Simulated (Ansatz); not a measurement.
Species: difluoro(methyl)borane, CH$_{3}$BF$_{2}$, charge 0, multiplicity 1. 
Coordinates optimised at B3LYP-D3(BJ)/def2-TZVP (Ansatz, a first-principles code):
```xyz
7

B      0.0771     0.0120    -0.0053
F      0.7240     1.1667    -0.0994
F      0.8362    -1.0778    -0.0117
C     -1.4736    -0.0795     0.1049
H     -1.9551     0.8969     0.1082
H     -1.7559    -0.6147     1.0156
H     -1.8749    -0.6658    -0.7265
```
Charge 0, spin multiplicity 1.

Computed values are from Ansatz. Correlated levels leave the core frozen unless marked. UHF or UKS for open shells. Spin-orbit coupling is left out. No relativistic terms. CBS marks a two-point X^-3 extrapolation of the correlation energy; Hartree-Fock from the larger set. [CCSD(T)-MP2]/basis is that difference in the basis named.

What is the vertical ionisation energy (to the doublet) at RI-MP2/CBS(aug-cc-pVTZ,aug-cc-pVQZ)+[CCSD(T)-MP2]/aug-cc-pVTZ?

13.38 eV.

What is the atomisation energy De at CCSD(T)/CBS(cc-pVTZ,cc-pVQZ)?

2998.9 kJ/mol.

What is the total energy at CCSD(T)/CBS(cc-pVTZ,cc-pVQZ)?

-264.3658 Eh.

What is the T1 diagnostic at CCSD/cc-pVQZ?

0.012.

What is the vertical triplet-singlet gap at RI-MP2/CBS(aug-cc-pVTZ,aug-cc-pVQZ)+[CCSD(T)-MP2]/aug-cc-pVTZ?

8.54 eV.
